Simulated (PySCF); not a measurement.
Species: C4H8N2Si.
Bonds: C1–C2, C2–C3 (aromatic), C3–N4 (aromatic), N4–Si5, N4–C6 (aromatic), C6–N7 (aromatic), C2–N7 (aromatic). Hydrogens: H8, H9, H10 on C1; H11 on C3; H12, H13, H14 on Si5; H15 on C6.

Definitions: NICS(0) = −σiso at the ring centroid; NICS(1) = −σiso and NICS(1)zz = −σzz at ±1 Å along the ring normal z. Level: GIAO PBE0/pcSseg-1 (PySCF, non-relativistic, gas phase) on the GFN2-xTB geometry, one conformer.

Ring bond lengths (Å), with Mayer bond orders in brackets: C2–C3 1.362 (1.55), C3–N4 1.378 (1.08), N4–C6 1.364 (1.14), C6–N7 1.294 (1.67), N7–C2 1.372 (1.30).

Task: Give the NICS values of each ring in ppm.

Result: 
| ring | type | NICS(0) | NICS(1), two faces | NICS(1)zz, two faces | rms pucker (Å) | centre to ring atoms, mean (Å) |
| --- | --- | --- | --- | --- | --- | --- |
| C2–C3–N4–C6–N7 | 5-membered ring with 2 N; formal bonds all aromatic | -11.8 | -10.8 / -10.8 | -28.7 / -28.7 | 0.00 | 1.15 |

Task: What can be read from them?

Result: 
- C2–C3–N4–C6–N7: mean NICS(1)zz -28.7 ppm, shielded. The ring is flat and has no four-coordinate atom; by the NICS criterion it is aromatic.

Task: What does the geometric index give? HOMA = 1 − mean of α(R − Ropt)² over the ring bonds, with Krygowski's 1993 parameters (CC: Ropt 1.388 Å, α 257.7 Å⁻²; CN: Ropt 1.334 Å, α 93.52 Å⁻²).

Result: 
- C2–C3–N4–C6–N7: HOMA 0.85; the largest term is that of C3–N4, α(R − Ropt)² = 0.18. The geometric and the magnetic index point the same way.

Task: What are the shieldings of the ring atoms and their hydrogens in the same run (means over atoms taken as equivalent)?

Result: 
| atoms | environment | σ isotropic (ppm) |
| --- | --- | --- |
| C2 | substituted aromatic carbon | 37.3 |
| C3 | aromatic CH next to a ring nitrogen | 66.3 |
| N4 | pyrrole-type nitrogen | 97.1 |
| C6 | aromatic CH next to a ring nitrogen | 42.1 |
| N7 | pyridine-type nitrogen | -46.7 |
| H11 | aromatic hydrogen | 25.04 |
| H15 | aromatic hydrogen | 24.56 |

Time: 39 s wall; peak memory 0.85 GiB. Hardware: an Arm Neoverse N1 with one thread, on a shared host. This is the whole shielding run at PBE0/pcSseg-1, SCF included.
